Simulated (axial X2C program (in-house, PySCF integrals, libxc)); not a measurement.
# Potential curves of BeO⁺, 2c

Computed with an in-house relativistic program for diatomic molecules. Two-component (2c) means X2C with spin–orbit coupling and atomic mean-field two-electron Coulomb and Gaunt terms. Basis: O dyall-av3z [7s6p3d2f], Be dyall-cv3z [8s8p3d1f] (cores contracted in-house); Gaussian nuclei, density fitting, unrestricted open shells. Masses: O 15.995 u, Be 9.012 u.

State: Ω = 3/2 (⟨Sz⟩ = 0.50, ⟨Lz⟩ = 1.00 at HF). Energies in kJ/mol from the fragments at the same level (O + Be+). Fits are polynomials in 1 − R0/R over 0.85 to 1.23 times the lowest point R0.

| R (Å) | CCSD |
| --- | --- |
| 1.2877 | -313.41 |
| 1.3301 | -335.84 |
| 1.3725 | -348.32 |
| 1.4150 | -352.87 |
| 1.4645 | -350.28 |
| 1.5141 | -341.17 |
| 1.5777 | -322.57 |

Correlated methods: 7 electrons correlated (number of frozen shells: O 1 s; Be 1 s), 177 virtual spin orbitals or spinors in MP2, 78 natural virtuals in coupled cluster.

One determinant describes the state; a PBE0 search over occupations chose it and may have missed a lower one. Dissociation energies refer to the lowest single-determinant-based atoms at the same level and basis. CCSD ran in a truncated set of natural virtual spinors with an MP2 remainder; without triples it tends to underbind. Coupled cluster ran on the points near the minimum only. MP2 and coupled cluster on one determinant become unreliable at the stretched end.

**Question.** Fit the CCSD curve near its minimum: give the equilibrium distance, the harmonic wavenumber and the well depth.

**Answer.** At CCSD, 2c: Re = 1.423 Å, ωe ≈ 1280 cm⁻¹, De = 3.66 eV to O + Be+; Be follows as 1.44 cm⁻¹.
